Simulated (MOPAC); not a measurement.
MOPAC input (AM1):

```
AM1 PRECISE GNORM=0.05 LET XYZ CHARGE=-1 GEO-OK AUX(PRECISION=9) THREADS=1
CH2N

C    -0.70135988 1    0.09443554 1    0.00755393 1
N     0.53274901 1   -0.32205473 1   -0.03424666 1
H    -0.76010881 1    1.24268472 1    0.13805788 1
H     1.23902506 1    0.44508517 1    0.05634518 1
```

Output:

```
 *******************************************************************************
 **                                                                           **
 **                              MOPAC v23.2.5                                **
 **                                                                           **
 *******************************************************************************
 ** MOPAC's Digital Object Identifier: https://doi.org/10.5281/zenodo.6511958 **
 **                                                                           **
 ** Please cite the open-source release paper for use of this MOPAC version:  **
 ** J. E. Moussa and J. J. P. Stewart (2026)                                  **
 ** MOPAC: An open-source semiempirical molecular orbital program             **
 ** J. Open Source Softw., 11(119), 8025, https://doi.org/10.21105/joss.08025 **
 *******************************************************************************

                              AM1 CALCULATION RESULTS

 *******************************************************************************
 *  AM1        - The AM1 Hamiltonian to be used
 *  GEO-OK     - OVERRIDE INTERATOMIC DISTANCE AND OTHER SAFETY CHECKS
 *
 *
 *
 *                 CHARGE ON SYSTEM = -1
 *
 *
 *
 *  LET        - OVERRIDE SOME SAFETY CHECKS
 *  PRECISE    - TIGHTER CRITERIA TO BE USED
 *  XYZ        - CARTESIAN COORDINATE SYSTEM TO BE USED
 *  GNORM      - EXIT WHEN GRADIENT NORM DROPS BELOW 0.050
 *  AUX        - OUTPUT AUXILIARY INFORMATION
 *******************************************************************************
AM1 PRECISE GNORM=0.05 LET XYZ CHARGE=-1 GEO-OK AUX(PRECISION=9) THREADS=1
 CH2N

   ATOM   CHEMICAL          X               Y               Z
  NUMBER   SYMBOL      (ANGSTROMS)     (ANGSTROMS)     (ANGSTROMS)

     1       C         -0.70135988  *   0.09443554  *   0.00755393  *
     2       N          0.53274901  *  -0.32205473  *  -0.03424666  *
     3       H         -0.76010881  *   1.24268472  *   0.13805788  *
     4       H          1.23902506  *   0.44508517  *   0.05634518  *

          CARTESIAN COORDINATES

    NO.       ATOM           X           Y           Z

     1         C         -0.7014      0.0944      0.0076
     2         N          0.5327     -0.3221     -0.0342
     3         H         -0.7601      1.2427      0.1381
     4         H          1.2390      0.4451      0.0563

  H: (AM1): M.J.S. DEWAR ET AL, J. AM. CHEM. SOC. 107 3902-3909 (1985)
  C: (AM1): M.J.S. DEWAR ET AL, J. AM. CHEM. SOC. 107 3902-3909 (1985)
  N: (AM1): M.J.S. DEWAR ET AL, J. AM. CHEM. SOC. 107 3902-3909 (1985)

           Empirical Formula: C H2 N  =     4 atoms

      MOLECULAR POINT GROUP   :   Cs

      RHF CALCULATION, NO. OF DOUBLY OCCUPIED LEVELS = 6

          Geometry optimization using EF

          DIAGONAL MATRIX USED AS START HESSIAN

 CYCLE:     1  GRAD.:    91.744 HEAT:  56.79256
 CYCLE:     2  GRAD.:  1050.913 HEAT:  124.9680
 CYCLE:     3  GRAD.:   141.145 HEAT:  58.72841
 CYCLE:     4  GRAD.:   122.360 HEAT:  60.97872
 CYCLE:     5  GRAD.:    35.373 HEAT:  54.55297
 CYCLE:     6  GRAD.:    59.090 HEAT:  55.44685
 CYCLE:     7  GRAD.:    28.444 HEAT:  54.33599
 CYCLE:     8  GRAD.:    38.171 HEAT:  54.82555
 CYCLE:     9  GRAD.:     3.010 HEAT:  53.94059
 CYCLE:    10  GRAD.:     1.024 HEAT:  53.93795
 CYCLE:    11  GRAD.:     0.137 HEAT:  53.93758
 CYCLE:    12  GRAD.:     0.040 HEAT:  53.93758

     GRADIENT =  0.03965 IS LESS THAN CUTOFF =  0.05000

 -------------------------------------------------------------------------------
 AM1 PRECISE GNORM=0.05 LET XYZ CHARGE=-1 GEO-OK AUX(PRECISION=9) THREADS=1
 CH2N

     GEOMETRY OPTIMISED USING EIGENVECTOR FOLLOWING (EF).
     SCF FIELD WAS ACHIEVED

                              AM1 CALCULATION
                                                       MOPAC v23.2.5 Linux

          FINAL HEAT OF FORMATION =         53.93758 KCAL/MOL =     225.67482 KJ/MOL

          COSMO AREA              =         64.68 SQUARE ANGSTROMS
          COSMO VOLUME            =         46.59 CUBIC ANGSTROMS

          GRADIENT NORM           =          0.03965          =       0.01982 PER ATOM
          IONIZATION POTENTIAL    =          1.026476 EV
          HOMO LUMO ENERGIES (EV) =         -1.026  9.452
          NO. OF FILLED LEVELS    =          6
          MOLECULAR WEIGHT        =         28.0335         POINT GROUP:  Cs

          MOLECULAR DIMENSIONS (Angstroms)

            Atom       Atom       Distance
            H     4    H     3     2.30422
            H     3    C     1     0.95579
            N     2    H     4     0.00000

          SCF CALCULATIONS        =         13

   ATOM   CHEMICAL          X               Y               Z
  NUMBER   SYMBOL      (ANGSTROMS)     (ANGSTROMS)     (ANGSTROMS)

     1       C         -0.66465612  *   0.11573440  *   0.01014714  *
     2       N          0.52249665  *  -0.31738752  *  -0.03376191  *
     3       H         -0.87599135  *   1.22033581  *   0.13498369  *
     4       H          1.26642262  *   0.37651003  *   0.04866032  *

                             CARTESIAN COORDINATES

   1    C       -0.664656124     0.115734396     0.010147143
   2    N        0.522496651    -0.317387517    -0.033761913
   3    H       -0.875991351     1.220335807     0.134983687
   4    H        1.266422619     0.376510027     0.048660324

           Empirical Formula: C H2 N  =     4 atoms

      MOLECULAR POINT GROUP   :   Cs

                  EIGENVALUES
 -27.43123 -13.82829  -9.39137  -4.50940  -4.29563  -1.02648   9.45243  10.96105
  12.12372  14.77750

              NET ATOMIC CHARGES AND DIPOLE CONTRIBUTIONS

  ATOM NO.   TYPE          CHARGE      No. of ELECS.   s-Pop       p-Pop
    1          C          -0.464469        4.4645     1.58560     2.87887
    2          N          -0.373693        5.3737     1.72385     3.64984
    3          H          -0.107891        1.1079     1.10789
    4          H          -0.053948        1.0539     1.05395
 DIPOLE           X         Y         Z       TOTAL
 POINT-CHG.     0.624    -0.666    -0.073     0.916
 HYBRID         1.160     2.273     0.264     2.565
 SUM            1.784     1.607     0.191     2.409

          ATOMIC ORBITAL ELECTRON POPULATIONS

     Atom    s        px        py        pz
    1  C   1.58560   1.14540   1.02490   0.70856
    2  N   1.72385   1.02241   1.33124   1.29619
    3  H   1.10789
    4  H   1.05395

 **********************
 *                    *
 * JOB ENDED NORMALLY *
 *                    *
 **********************

 == MOPAC DONE ==
```

The dipole moment of an ion depends on the origin.

The geometry given is a B3LYP-D3(BJ)/def2-TZVP minimum.
